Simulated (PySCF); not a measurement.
**Polarisability and C₆ of Tl³⁺ (thallium, charge +3)**

[Xe] 4f14 5d10, closed-shell 1S. All numbers are calculated (PySCF 2.14, scalar relativity through the core potential, in aug-cc-pVQZ-PP with one added diffuse shell each of s, p, d, f, g type with ECP60MDF (8s8p6d4f3g, 117 functions)). Coupled (time-dependent) response in atomic units; α is the mean over directions.

| method | mean α (bohr³) | C₆ (like pair) | S(−4) |
| --- | --- | --- | --- |
| UHF | 4.779 | 25.25 | 3.200 |
| PBE | 5.288 | 28.86 | 4.220 |
| PBE0 | 5.128 | 27.76 | 3.853 |

S(−4) is the Cauchy moment in α(ω) = α(0) + S(−4) ω² + …

α(iu) at UHF:

| u (hartree) | α(iu) (bohr³) |
| --- | --- |
| 0 | 4.779 |
| 0.0500 | 4.772 |
| 0.100 | 4.748 |
| 0.200 | 4.657 |
| 0.300 | 4.517 |
| 0.500 | 4.146 |
| 0.750 | 3.629 |
| 1.00 | 3.142 |
| 1.50 | 2.350 |
| 2.00 | 1.780 |
| 3.00 | 1.082 |
| 5.00 | 0.4925 |

A single London oscillator, α(iu) = α/(1 + u²/ω²), gives C₆ = (3/4) ω α². Matching the computed C₆ needs ω = 4 × 25.25 / (3 × 4.779²) = 1.47 hartree.

For an ion, C₆ is the dispersion term alone; charge-induced terms of lower order in 1/R come first.

Energies and moments cover only the electrons outside the core potential. Spin-orbit coupling, which splits the p, d and f shells strongly at this Z, is absent.
